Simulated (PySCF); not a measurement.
Computed IR spectrum (relative IR intensity) of a molecule CH₇F₂NSi₂. Geometry optimised at ωB97X-D3(BJ)/def2-SVP. One conformer was computed; it need not be the lowest. These are ωB97X-D3(BJ)/def2-SVP (PySCF) values and carry that method's errors. Frequencies are harmonic and unscaled.

Lines under 2 % of the strongest are left out, and lines within 2 cm⁻¹ are merged.

ν (cm⁻¹): 239 (w), 259 (w), 271 (vw), 307 (m), 451 (vs), 467 (w), 529 (w), 683 (w), 719 (w), 767 (vw), 784 (vs), 804 (m), 852 (m), 882 (vs), 937 (vs), 946 (m), 985 (s), 1287 (m), 1431 (vw), 1561 (m), 2206 (s), 2245 (s), 3604 (w), 3698 (m) (against the strongest line: vs over 80 %, s over 45 %, m over 15 %, w over 4 %, vw less)

Question: Identify the compound among the candidates.
A) C[Si](F)(F)[SiH2]N
B) N[C@@H]([SiH3])[SiH](F)F
C) NC[SiH2][SiH](F)F
D) C[Si@](N)(F)[SiH2]F

Answer: A, C[Si](F)(F)[SiH2]N
